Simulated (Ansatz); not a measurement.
`B[SiH](N)P` + H–F → `N[SiH](F)P` + BH₃  (cleavage of the Si–B bond)

Calculated with Ansatz (gas phase, PBE0-D4/def2-TZVP geometries, no zero-point term in ΔE). CCSD(T)/CBS adds triple-zeta CCSD(T) − MP2 to the extrapolated MP2 energy (def2 sets, frozen cores). This one scheme is used for every species. Functionals use def2-TZVPP. B3LYP here is the variant with VWN-RPA as its local correlation; programs differ in this. HSE06 is defined as in plane-wave codes. Each species was taken in one conformer, which may not be the lowest.

```tsv
level	ΔE (kJ/mol)	difference from CCSD(T)/CBS
LDA (SPW92)	-101.2	61.1
PBE-D4	-119.7	42.6
revPBE-D4	-120.6	41.7
BLYP-D4	-157.3	5.0
r2SCAN-D4	-149.0	13.3
B97M-V	-156.8	5.5
PBE0-D4	-135.7	26.6
B3LYP-D4	-168.0	-5.7
r2SCAN0-D4	-155.7	6.6
HSE06-D4	-135.0	27.3
BHLYP-D4	-190.4	-28.1
CAM-B3LYP-D4	-181.1	-18.8
ωB97X-V	-172.3	-10.0
ωB97M-V	-166.6	-4.3
B2PLYP	-175.2	-12.9
PBE-QIDH	-154.2	8.1
PBE	-124.8	37.5
BLYP	-168.2	-5.9
r2SCAN	-150.3	12.0
PBE0	-140.2	22.1
B3LYP	-176.4	-14.1
r2SCANh	-153.1	9.2
r2SCAN0	-157.3	5.0
HSE06	-139.2	23.1
BHLYP	-197.7	-35.4
CAM-B3LYP	-185.8	-23.5
LC-ωPBE	-161.0	1.3
RPA@PBE/def2-TZVPP	-167.7	-5.4
HF/def2-SVP	-227.1	-64.8
MP2/def2-SVP	-160.6	1.7
CCSD/def2-SVP	-167.9	-5.6
HF/def2-TZVPP	-242.7	-80.4
MP2/def2-TZVPP	-163.2	-0.9
SCS-MP2/def2-TZVPP	-181.1	-18.8
CCSD/def2-TZVPP	-175.8	-13.5
CCSD(T)/def2-TZVPP	-163.1	-0.8
HF/def2-QZVPP	-244.8	-82.5
SCS-MP2/def2-QZVPP	-181.4	-19.1
HF/CBS(def2)	-245.1	-82.8
CCSD/CBS(def2)	-175.1	-12.8
CCSD(T)/CBS	-162.3	0
```

Largest T1 diagnostic among the species: 0.016.

At CCSD(T), def2-SVP lies +4.5 kJ/mol from the extrapolated value and def2-TZVPP −0.8 kJ/mol. The D4 term adds +8.4 kJ/mol with B3LYP and +4.5 kJ/mol with PBE0; it sums over pairs of atoms, weighted by their polarisabilities, and B3LYP, whose exchange is more repulsive, gets the larger term. In def2-TZVPP, CCSD(T) changes the Hartree–Fock value by +79.7 kJ/mol (the triples alone add +12.8 kJ/mol) and MP2 by +79.6 kJ/mol.
